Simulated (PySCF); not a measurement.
Compound: InMe2Cl, C₂H₆ClIn.
Bonds: In1–C2, In1–C6, In1–Cl10. Hydrogens: H3, H4, H5 on C2; H7, H8, H9 on C6.

Method: PBE0-D3(BJ)/def2-SVP geometry optimisation, gas phase, def2 core potentials past Kr in PySCF 2.14.0; density fitting, grid level 1; the optimiser is geomeTRIC in internal coordinates, started from a GFN2-xTB structure with every atom displaced at random (about 0.03 Å).

Step 0: E = -19857.1895 eV
```
atom  x, y, z in Å  |  force x, y, z in eV/Å
In1    -0.1993   -0.5184    0.0117   -0.433   2.421  -0.234
C2      1.9389   -0.7871   -0.0108    0.192   0.115  -2.525
H3      2.3262   -0.3927    0.8905    0.655   0.406   1.474
H4      2.5063   -0.2631   -0.8673   -1.034  -0.619   1.032
H5      2.1141   -1.8665   -0.1029    0.150  -0.021   0.170
C6     -1.6386    1.3481   -0.0021    1.411  -1.498   0.863
H7     -1.4751    1.8875   -0.9190   -0.087   0.293  -0.765
H8     -1.3532    1.9924    0.8378    0.030   0.031   0.119
H9     -2.6506    0.9743    0.1388   -0.294  -0.061  -0.175
Cl10   -1.4441   -2.4514    0.0276   -0.590  -1.067   0.041
```

Q: Estimate the geometry and energy of step 1. (The exact step hangs on the optimiser's Hessian estimate; all steps are aligned on step 0, rigid shifts and turns removed.)

A: E = -19857.5331 eV, largest force 0.656 eV/Å
```
atom  x, y, z in Å  |  force x, y, z in eV/Å
In1    -0.2509   -0.4657    0.0040   -0.014   0.438  -0.107
C2      1.8855   -0.7336   -0.0185   -0.017  -0.123  -0.113
H3      2.3036   -0.3359    0.9163    0.036  -0.082   0.081
H4      2.3758   -0.2103   -0.8539   -0.163   0.048  -0.021
H5      2.0907   -1.8087   -0.1093    0.105   0.009   0.113
C6     -1.5439    1.2802    0.0025    0.443  -0.429   0.222
H7     -1.3850    1.8222   -0.9382   -0.180   0.068  -0.044
H8     -1.2497    1.9183    0.8485   -0.086   0.073  -0.037
H9     -2.5717    0.9218    0.1261   -0.104   0.169  -0.121
Cl10   -1.5297   -2.4649    0.0268   -0.020  -0.169   0.026
```

The energy changes by -0.3436 eV. The first-order estimate −F·Δx gives -0.5998 eV and the mean of the old and new forces, exact on a quadratic surface, -0.3315 eV. The step makes an angle of 68° with the force vector and moves no atom by more than 0.141 Å.

What follows is the cost of the whole optimisation. The run took 60 s of wall time on one thread, Intel Xeon Platinum 8375C at 2.90 GHz (x86_64), no GPU, shared host, and the process peaked at 0.40 GiB of memory.
